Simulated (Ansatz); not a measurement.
Al11N11H28, a nanocrystal cut from wurtzite AlN (hydrogen-capped), relaxed as a singlet with RKS PBE-D4/def2-SVP in Ansatz, starting from the GFN2-xTB geometry. Force threshold 0.03 eV/Å.

Single mean-field runs in def2-SVP are fitted with def2-universal-jkfit.

Start:

Cartesian coordinates in Å:
```
Al -2.7445 -0.4903 -1.8177
N -2.7503 1.3943 -2.2729
Al -1.4406 -2.4977 -0.4176
N 0.3183 -3.1998 -0.8204
N -1.3685 -0.6718 -0.5583
Al 0.2352 -0.0999 -1.3187
Al -1.5088 2.5068 -1.2582
N 0.1940 1.7850 -1.6693
Al 1.7532 -2.3210 0.1405
N 1.5388 -0.5107 -0.0503
Al 3.2321 -0.1614 -0.7738
Al 1.5691 2.6767 -0.7186
N 3.1929 1.7218 -1.2293
N -1.6018 -2.8173 1.4937
Al -1.7986 0.2679 0.9813
N -1.8313 2.1101 0.5614
Al -0.3538 -1.8620 2.6167
N 1.2944 -2.6584 1.9992
N -0.3869 -0.0489 2.2266
Al 1.3205 0.4403 1.5266
Al -0.4014 3.1418 1.3056
N 1.2973 2.2829 1.1102
H -2.3158 -1.2798 -3.1108
H -4.1059 -0.7627 -1.0709
H -2.5846 1.5216 -3.2738
H -3.6941 1.7523 -2.1094
H -2.5277 -3.3059 -1.1353
H 0.4609 -2.8030 -1.7599
H 0.3927 -4.2125 -0.9283
H 0.5174 -0.8085 -2.7054
H -1.8231 3.8976 -1.8264
H 0.3683 1.8615 -2.6788
H 3.0964 -2.9971 -0.1566
H 3.3496 -0.9648 -2.1235
H 4.2822 -0.3072 0.3944
H 1.9088 4.1030 -1.1726
H 3.3688 1.8526 -2.2279
H 3.9806 2.1712 -0.7566
H -1.7679 -3.7878 1.7640
H -2.4839 -2.3182 1.6649
H -3.1089 -0.2128 1.7086
H -2.7061 2.4982 0.9264
H -0.5893 -2.2362 4.0824
H 1.4622 -3.6095 2.3306
H 2.0069 -2.0693 2.4484
H -0.5625 0.5613 3.0330
H 2.3499 0.0885 2.6637
H -0.3066 4.4147 0.3652
H -0.6773 3.2092 2.8552
H 1.9500 2.7553 1.7424
```

(1) Estimate the energy that the relaxation releases and the steps that it takes.

(2) Does the start keep its bonding and symmetry?

(3) Predict the relaxed structure.

Results:

(1) 31.3 kcal/mol, in 9 steps; 70 s on 2 threads of AMD EPYC 7R13 on a shared host and a share (18 GiB) of an NVIDIA H100 80GB HBM3. No frequencies were taken in this run, so the end may be a saddle point.

(2) By distances, no bond broke or formed. The bond that changes most is Al1–N5, from 1.87 to 1.96 Å (atoms count from 1). Point group Cs at the start, Cs at the end, both within 0.05 Å.

(3) 
Cartesian coordinates in Å:
```
Al -2.878 -0.469 -1.975
N -2.795 1.480 -2.386
Al -1.498 -2.559 -0.348
N 0.303 -3.252 -0.711
N -1.437 -0.710 -0.673
Al 0.261 -0.207 -1.425
Al -1.495 2.528 -1.374
N 0.212 1.713 -1.747
Al 1.791 -2.378 0.227
N 1.647 -0.541 -0.134
Al 3.409 -0.123 -0.876
Al 1.594 2.698 -0.834
N 3.264 1.813 -1.325
N -1.670 -2.794 1.604
Al -1.837 0.281 0.909
N -1.757 2.154 0.483
Al -0.378 -1.866 2.749
N 1.316 -2.630 2.126
N -0.367 -0.084 2.127
Al 1.380 0.458 1.471
Al -0.454 3.096 1.623
N 1.249 2.319 1.009
H -2.533 -1.224 -3.356
H -4.302 -0.671 -1.245
H -2.614 1.599 -3.396
H -3.738 1.878 -2.255
H -2.601 -3.459 -1.076
H 0.469 -3.062 -1.719
H 0.347 -4.281 -0.641
H 0.545 -1.009 -2.797
H -1.622 4.062 -1.808
H 0.382 1.840 -2.760
H 3.163 -3.142 -0.069
H 3.633 -0.884 -2.278
H 4.515 -0.188 0.297
H 1.696 4.245 -1.228
H 3.425 1.932 -2.338
H 4.058 2.307 -0.888
H -1.767 -3.792 1.848
H -2.598 -2.389 1.834
H -3.213 -0.160 1.630
H -2.661 2.572 0.766
H -0.632 -2.163 4.297
H 1.430 -3.616 2.407
H 2.063 -2.133 2.649
H -0.544 0.547 2.936
H 2.469 0.152 2.624
H -0.487 4.673 1.316
H -0.696 2.614 3.156
H 1.955 2.826 1.573
```
Bond lengths (bridged metal pairs left out): 30 × Al–N 1.88 to 1.99 Å; 14 × Al–H 1.60 to 1.63 Å; 14 × H–N 1.03 to 1.04 Å.
